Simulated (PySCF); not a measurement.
# Cd⁺ (cadmium, charge +1): B3LYP calculation

Configuration: [Kr] 4d10 5s1, 2S determinant. All numbers are calculated (PySCF 2.14, the spin-free X2C one-electron Hamiltonian (Gaussian nucleus), in x2c-TZVPall (8s6p6d1f, 63 functions)).

```
Total energy                        : -5593.70 hartree
One-electron energy                 : -7692.46 hartree
Hartree (Coulomb) energy            : 2254.65 hartree
Exchange-correlation energy         : -155.89 hartree
⟨S²⟩                                : 0.7504
⟨L²⟩                                : 0.000
Sum of ⟨r⟩                          : 30.10 bohr
Sum of ⟨r²⟩                         : 38.29 bohr²
Langevin diamagnetic susceptibility : -30.3 ×10⁻⁶ cm³/mol
Time after the integrals            : 1.6 s of wall time on 1 thread of Neoverse-N1 (shared host)
```

```
shell  electrons  mean orbital energy (hartree)  rms radius, mean of both spins (bohr)
 1s α          1                     -976.08032                                 0.0348
 1s β          1                     -976.07887                                 0.0348
 2s α          1                     -145.84310                                  0.143
 2s β          1                     -145.84233                                  0.143
 2p α          3                     -130.93449                                  0.127
 2p β          3                     -130.93410                                  0.127
 3s α          1                      -27.73056                                  0.383
 3s β          1                      -27.72881                                  0.383
 3p α          3                      -22.80813                                  0.384
 3p β          3                      -22.80711                                  0.384
 3d α          5                      -15.06471                                  0.365
 3d β          5                      -15.06412                                  0.365
 4s α          1                       -4.39107                                  0.937
 4s β          1                       -4.38772                                  0.937
 4p α          3                       -2.92480                                   1.03
 4p β          3                       -2.92274                                   1.03
 4d α          5                       -0.82203                                   1.40
 4d β          5                       -0.81515                                   1.40
 5s α          1                       -0.52173                                   2.83
```

Densities and radii are taken from the X2C orbitals without a picture-change correction, which distorts them close to the nucleus.
